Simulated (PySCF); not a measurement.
## Spinor energies of Fe⁻ (iron, charge -1)

Start: [Ar] 3d7 4s2; 3d3/2 filled at m_j = -3/2, -1/2, +1/2, +3/2; 3d5/2 filled at m_j = +1/2, +3/2, +5/2. Calculated with PySCF 2.14 in x2c-TZVPall-2c with one added diffuse shell each of s, p, d type (7s8p5d1f, 63 functions): generalised Hartree-Fock with the X2C-1e Hamiltonian and a Gaussian nucleus; one run each with spin-orbit coupling (SO) switched off, then screened by Boettger's factors.

| spinor shell | electrons | ε, spin-free (eV) | ε, screened SO (eV) | weight of nominal j (screened SO) | rms radius, screened SO (bohr) |
| --- | --- | --- | --- | --- | --- |
| 1s1/2 | 2 | -7165.2 | -7165.1 | 1.000 | 0.0675 |
| 2s1/2 | 2 | -872.06 | -872.02 | 1.000 | 0.288 |
| 2p1/2 | 2 | -737.88 | -746.79 | 0.995 | 0.259 |
| 3s1/2 | 2 | -105.22 | -105.20 | 1.000 | 0.876 |
| 3p3/2 | 4 | -65.015 | -64.032 | 0.820 | 0.947 |
| 3p1/2 | 2 | -65.015 | -66.963 | 0.641 | 0.944 |
| 3d5/2 | 3 | -6.046 | -7.219 | 0.787 | 1.36 |
| 3d3/2 | 4 | -6.046 | -5.163 | 0.701 | 1.46 |
| 4s1/2 | 2 | -0.618 | -0.619 | 1.000 | 5.48 |

Problem. Where does 2p3/2 lie, and what is the 2p spin-orbit splitting (screened SO)?

Solution. At -733.48 eV, 13.311 eV above 2p1/2.

```json
{"quantity": "E (hartree)", "spin-free": "-1271.23756", "screened SO": "-1271.25981"}
{"quantity": "M_J", "spin-free": "9/2", "screened SO": "9/2"}
{"quantity": "⟨J²⟩", "spin-free": "24.909", "screened SO": "24.911"}
{"quantity": "⟨L²⟩", "spin-free": "12.005", "screened SO": "12.015"}
{"quantity": "⟨S²⟩", "spin-free": "3.904", "screened SO": "3.902"}
```

At GHF the highest occupied level has a positive energy, so only the finite basis holds that electron.

Each row is a mean over spinors that exchange with the open shell spreads, by up to 12.417 eV (3p3/2).

Rows whose weight is well below 1 are mixtures of j = l ± 1/2: exchange outweighs spin-orbit coupling there, and the label is only the starting occupation.

⟨J²⟩ departs a little from M_J(M_J + 1) because the unrestricted spinors polarise the closed shells.

Without spin-orbit coupling the j labels of p, d and f shells carry no meaning; the spin-free column gives the mean over the occupied spinors of each nl shell, and its ⟨J²⟩ belongs to a mixture of degenerate components.
